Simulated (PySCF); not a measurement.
## Potential energy of HgC along the bond

Set-up: Hg def2-SVPD with ECP60, C def2-SVPD; scalar-relativistic core potentials (PySCF 2.14). Energies in eV from Hg + C in their ground configurations at the same level. State: ³Σ⁻ (triplet), unpaired electrons π ↑↑.

All columns are PBE0. A positive dipole means Hg(−)C(+).

| R (Å) | E (eV) | μ (D) | Mulliken charge on Hg (basis-dependent) | HOMO (eV) | LUMO (eV) | Mayer bond order | ⟨S²⟩ |
| --- | --- | --- | --- | --- | --- | --- | --- |
| 1.880 | -0.287 | -2.79 | 0.18 | -6.63 | -2.79 | 1.33 | 2.02 |
| 1.967 | -0.542 | -2.76 | 0.19 | -6.63 | -2.91 | 1.20 | 2.03 |
| 2.055 | -0.673 | -2.70 | 0.19 | -6.63 | -3.02 | 1.08 | 2.03 |
| 2.120 | -0.716 | -2.65 | 0.19 | -6.64 | -3.09 | 0.99 | 2.03 |
| 2.186 | -0.726 | -2.60 | 0.19 | -6.65 | -3.15 | 0.92 | 2.03 |
| 2.252 | -0.713 | -2.53 | 0.19 | -6.66 | -3.21 | 0.85 | 2.03 |
| 2.339 | -0.674 | -2.43 | 0.19 | -6.69 | -3.27 | 0.76 | 2.03 |
| 2.448 | -0.604 | -2.29 | 0.18 | -6.73 | -3.35 | 0.65 | 2.02 |
| 2.579 | -0.511 | -2.10 | 0.16 | -6.80 | -3.43 | 0.54 | 2.02 |
| 2.754 | -0.392 | -1.83 | 0.14 | -6.91 | -3.52 | 0.42 | 2.01 |

A fit through these points gives, at Re = 2.179 Å, μ = -2.60 D and dμ/dR = 0.927 D/Å; the reduced mass is 11.33 u.

Problem. How strong is the fundamental in the double-harmonic approximation, I = 42.26·(dμ/dR)²/μred km/mol?

Solution. I = 42.26·(0.927)²/11.33 = 3.21 km/mol at PBE0.

Spin–orbit coupling is left out, which matters for elements this heavy, above all for dissociation energies. The state is the lowest determinant that a PBE0 search found; another state may lie lower at other levels.
